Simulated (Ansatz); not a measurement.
Born–Oppenheimer molecular dynamics of Cl₂H₆NO₃Ta (13 atoms, charge 0, multiplicity 1). It starts at the highest image of a converged band, a first-order saddle point between two minima.

Level of theory: RKS PBE/def2-SVP in Ansatz.

* ensemble: NVE (velocity Verlet)
* time step: 0.5 fs
* steps asked: 200
* starting velocities drawn for: 100 K
* seed: 2771

First frame:

```xyz
13
Properties=species:S:1:pos:R:3
Ta -0.498 0.679 -0.127
N 2.380 -0.362 0.136
H 2.896 -1.218 0.379
H 2.167 -0.424 -0.872
O 0.114 0.431 1.663
H 1.025 0.040 1.615
O 0.142 0.173 -1.892
H -0.162 -0.718 -2.160
Cl -2.571 1.706 -0.109
O -1.148 -1.173 -0.162
H -1.376 -1.625 0.672
Cl 0.837 2.640 -0.422
H 3.041 0.423 0.222
```

(1) What does the run give?

(2) What happens to the structure?

(3) How do temperature and energy run in time?

## Answers

(1) All steps were run.

| Property | Result |
| --- | --- |
| steps done | 200 |
| time covered | 100 fs |
| mean temperature over the second half | 50 K |
| spread of the potential energy over the second half | 1.4 meV per atom |
| mean potential energy of the second half above the start | 5.5 meV per atom |

The conserved energy stayed within 0.067 meV per atom of its start (net change 0.039 meV per atom), so the integration is sound. A run of 0.1 ps of so small a system gives no equilibrium averages. The orbitals stay closed-shell, which can raise the energy where a bond breaks towards radicals; this wasn't checked here.

(2) Between its relaxed ends the band would break Ta1–N2. These pairs go: Ta1–N2 3.07 → 2.99 Å. In the last frame they stand as before the step (other bonds may differ from the relaxed reactants and products). It ends as one piece, Cl2H6NO3Ta. Pairs count as bonded within 1.25 times the sum of covalent radii (0.12 Å more for H–H). This is one draw of velocities; another would differ in detail.

(3) 
```tsv
time (fs)	T (K)	potential energy less start (eV)	conserved less start (meV/atom)
0	100	0.000	0.00
5	66	0.048	0.02
10	78	0.032	0.02
15	42	0.082	0.04
20	63	0.054	0.03
25	40	0.086	0.05
30	58	0.060	0.04
35	38	0.089	0.05
40	58	0.060	0.04
45	45	0.079	0.05
50	55	0.065	0.05
55	37	0.091	0.06
60	37	0.091	0.06
65	31	0.099	0.05
70	41	0.084	0.04
75	50	0.071	0.02
80	54	0.065	0.02
85	61	0.056	0.02
90	57	0.062	0.03
95	68	0.046	0.03
100	62	0.055	0.04
```

The run took 9.2 min on 4 threads of Arm Neoverse V2, on a shared host, peak memory 0.23 GiB.
